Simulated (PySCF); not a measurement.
PySCF input (CCSD(T)/cc-pVDZ):

```python
from pyscf import gto, scf, mp, cc as ccmod

mol = gto.M(
    atom='''
    Si   -0.00516559    0.00120856    0.00336678
    O     1.38196873   -0.56400275   -0.38810617
    F    -0.70509950   -0.24960992    1.34259802
    F    -0.73754981    0.87443325   -1.01424822
    H     2.00041216   -1.12830789    0.10256634
    ''',
    basis='cc-pvdz',
    charge=1,
    spin=0,
    verbose=4,
)

mf = scf.RHF(mol)
mf.conv_tol = 1e-10
mf.max_cycle = 100
mf.kernel()
mp2 = mp.MP2(mf, frozen=8).run()
cc = ccmod.CCSD(mf, frozen=8)
cc.max_cycle = 100
cc.kernel()
et = cc.ccsd_t()
print(f'E(CCSD(T)) = {cc.e_tot + et:.9f}')
```

Output:

```
PySCF version 2.14.0

[INPUT] verbose = 4
[INPUT] num. atoms = 5
[INPUT] num. electrons = 40
[INPUT] charge = 1
[INPUT] spin (= nelec alpha-beta = 2S) = 0
[INPUT] symmetry False subgroup None
[INPUT] Mole.unit = angstrom
[INPUT] Symbol           X                Y                Z      unit          X                Y                Z       unit  Magmom
[INPUT]  1 Si    -0.005165590000   0.001208560000   0.003366780000 AA   -0.009761550372   0.002283847405   0.006362292122 Bohr   0.0
[INPUT]  2 O      1.381968730000  -0.564002750000  -0.388106170000 AA    2.611542412413  -1.065810731002  -0.733414368554 Bohr   0.0
[INPUT]  3 F     -0.705099500000  -0.249609920000   1.342598020000 AA   -1.332444945568  -0.471694386775   2.537142553183 Bohr   0.0
[INPUT]  4 F     -0.737549810000   0.874433250000  -1.014248220000 AA   -1.393767144125   1.652439356713  -1.916651358128 Bohr   0.0
[INPUT]  5 H      2.000412160000  -1.128307890000   0.102566340000 AA    3.780231118650  -2.132192896286   0.193822292199 Bohr   0.0

nuclear repulsion = 180.718783924841
number of shells = 23
number of NR pGTOs = 126
number of NR cGTOs = 65
basis = cc-pvdz
ecp = {}

******** <class 'pyscf.scf.hf.RHF'> ********
method = RHF
initial guess = minao
damping factor = 0
level_shift factor = 0
DIIS = <class 'pyscf.scf.diis.CDIIS'>
diis_start_cycle = 1
diis_space = 8
diis_damp = 0
SCF conv_tol = 1e-10
SCF conv_tol_grad = None
SCF max_cycles = 100
direct_scf = True
direct_scf_tol = 1e-13
Set gradient conv threshold to 1e-05
Initial guess from minao.
init E= -563.857515824362
  HOMO = -0.544051405902047  LUMO = -0.0587505190002453  gap/eV = 13.20571
cycle= 1 E= -562.970579055101  delta_E= 0.887  |g|= 0.705  |ddm|= 1.98
  HOMO = -0.832909609020245  LUMO = -0.212654342769111  gap/eV = 16.87801
cycle= 2 E= -563.054499816931  delta_E= -0.0839  |g|= 0.356  |ddm|= 0.854
  HOMO = -0.8607857223928  LUMO = -0.187685730702074  gap/eV = 18.31598
cycle= 3 E= -563.075091122408  delta_E= -0.0206  |g|= 0.0576  |ddm|= 0.208
  HOMO = -0.844089411104334  LUMO = -0.174561161163581  gap/eV = 18.21879
cycle= 4 E= -563.075724668153  delta_E= -0.000634  |g|= 0.00812  |ddm|= 0.0383
  HOMO = -0.843618569208322  LUMO = -0.174691136234078  gap/eV = 18.20244
cycle= 5 E= -563.075753734994  delta_E= -2.91e-05  |g|= 0.00175  |ddm|= 0.0112
  HOMO = -0.843336671549617  LUMO = -0.174718037207151  gap/eV = 18.19404
cycle= 6 E= -563.075755747388  delta_E= -2.01e-06  |g|= 0.000603  |ddm|= 0.00252
  HOMO = -0.843298970829482  LUMO = -0.174740255914992  gap/eV = 18.19241
cycle= 7 E= -563.075755971343  delta_E= -2.24e-07  |g|= 0.000283  |ddm|= 0.000854
  HOMO = -0.843245926752152  LUMO = -0.174737696054972  gap/eV = 18.19104
cycle= 8 E= -563.075756008817  delta_E= -3.75e-08  |g|= 7.62e-05  |ddm|= 0.000359
  HOMO = -0.843231363013115  LUMO = -0.174732709078724  gap/eV = 18.19077
cycle= 9 E= -563.075756012666  delta_E= -3.85e-09  |g|= 1.53e-05  |ddm|= 0.000148
  HOMO = -0.843228466039643  LUMO = -0.174733970350188  gap/eV = 18.19066
cycle= 10 E= -563.075756012821  delta_E= -1.54e-10  |g|= 4.28e-06  |ddm|= 2.77e-05
  HOMO = -0.843229416488694  LUMO = -0.17473436880941  gap/eV = 18.19068
cycle= 11 E= -563.075756012829  delta_E= -8.41e-12  |g|= 2.02e-06  |ddm|= 6.91e-06
  HOMO = -0.843228654515255  LUMO = -0.174734281328645  gap/eV = 18.19066
Extra cycle  E= -563.075756012832  delta_E= -2.73e-12  |g|= 1.27e-06  |ddm|= 1.89e-06
converged SCF energy = -563.075756012832

******** <class 'pyscf.mp.mp2.RMP2'> ********
nocc = 12, nmo = 57
frozen orbitals 8
E(RMP2) = -563.716564808871  E_corr = -0.640808796039663
E(SCS-RMP2) = -563.692861185767  E_corr = -0.617105172934812
E_corr(same-spin) = -0.175229287283981
E_corr(oppo-spin) = -0.465579508755682

******** <class 'pyscf.cc.ccsd.CCSD'> ********
CC2 = 0
CCSD nocc = 12, nmo = 57
frozen orbitals 8
max_cycle = 100
direct = 0
conv_tol = 1e-07
conv_tol_normt = 1e-05
diis_space = 6
diis_start_cycle = 0
diis_start_energy_diff = 1e+09
Init t2, MP2 energy = -563.716564812718  E_corr(MP2) -0.640808799886041
Init E_corr(CCSD) = -0.640808799886429
cycle = 1  E_corr(CCSD) = -0.6296813467252  dE = 0.0111274532  norm(t1,t2) = 0.0668015
cycle = 2  E_corr(CCSD) = -0.64498209974706  dE = -0.015300753  norm(t1,t2) = 0.0205792
cycle = 3  E_corr(CCSD) = -0.644594952041655  dE = 0.000387147705  norm(t1,t2) = 0.0120823
cycle = 4  E_corr(CCSD) = -0.646752901592254  dE = -0.00215794955  norm(t1,t2) = 0.00450713
cycle = 5  E_corr(CCSD) = -0.6467388756213  dE = 1.4025971e-05  norm(t1,t2) = 0.000727109
cycle = 6  E_corr(CCSD) = -0.646656623849509  dE = 8.22517718e-05  norm(t1,t2) = 0.000312348
cycle = 7  E_corr(CCSD) = -0.6466502078837  dE = 6.41596581e-06  norm(t1,t2) = 6.6128e-05
cycle = 8  E_corr(CCSD) = -0.646653276708133  dE = -3.06882443e-06  norm(t1,t2) = 2.90008e-05
cycle = 9  E_corr(CCSD) = -0.646654852482671  dE = -1.57577454e-06  norm(t1,t2) = 1.15566e-05
cycle = 10  E_corr(CCSD) = -0.646654579452516  dE = 2.73030156e-07  norm(t1,t2) = 3.72221e-06
cycle = 11  E_corr(CCSD) = -0.646654534442603  dE = 4.50099126e-08  norm(t1,t2) = 1.40072e-06
CCSD converged
E(CCSD) = -563.7224105472744  E_corr = -0.646654534442603
CCSD(T) correction = -0.0126541135392242
E(CCSD(T)) = -563.735064661
```

It need not be the lowest isomer of its formula.
